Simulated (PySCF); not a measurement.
# Arsenic: a sound run and one with changed settings

Sound run: As [Ar] 3d10 4s2 4p3, As⁺ [Ar] 3d10 4s2 4p2. Calculation: PySCF 2.14, in cc-pVDZ-DK (5s4p2d, 27 functions); scalar relativity by spin-free X2C-1e. In the sound run the correlated levels freeze [Ar] 3d10. The sound run starts from symmetry-adapted Hartree-Fock orbitals and uses a fine grid where one is needed.

Changed run: no relativity, point nucleus. This setting is unsound on purpose.

| species | method | sound run (hartree) | changed run (hartree) | converged |
| --- | --- | --- | --- | --- |
| As | UHF | -2258.91690 | -2219.99286 | yes |
| As | M06-L | -2260.52251 | -2221.60000 | yes |
| As | BP86 | -2260.92483 | -2222.00392 | yes |
| As | MP2 | -2258.97105 | -2220.04754 | yes |
| As | CCSD(T) | -2258.98623 | -2220.06322 | yes |
| As⁺ | UHF | -2258.57056 | -2219.64504 | yes |
| As⁺ | M06-L | -2260.16631 | -2221.24139 | yes |
| As⁺ | BP86 | -2260.55914 | -2221.63659 | yes |
| As⁺ | MP2 | -2258.61262 | -2219.68772 | yes |
| As⁺ | CCSD(T) | -2258.62952 | -2219.70544 | yes |

Ionisation energy of As:

| method | sound run (eV) | changed run (eV) |
| --- | --- | --- |
| UHF | 9.425 | 9.465 |
| M06-L | 9.692 | 9.758 |
| BP86 | 9.951 | 9.996 |
| MP2 | 9.753 | 9.791 |
| SCS-MP2 | 9.636 | 9.675 |
| CCSD | 9.704 | 9.734 |
| CCSD(T) | 9.707 | 9.736 |

Most of the change in total energy is the relativistic energy itself. On top of that the contraction fixes the core shape for the Hamiltonian it was made with, so the changed run is not a good calculation with the other Hamiltonian either.

For comparison, NIST gives 9.789 eV between the lowest levels.
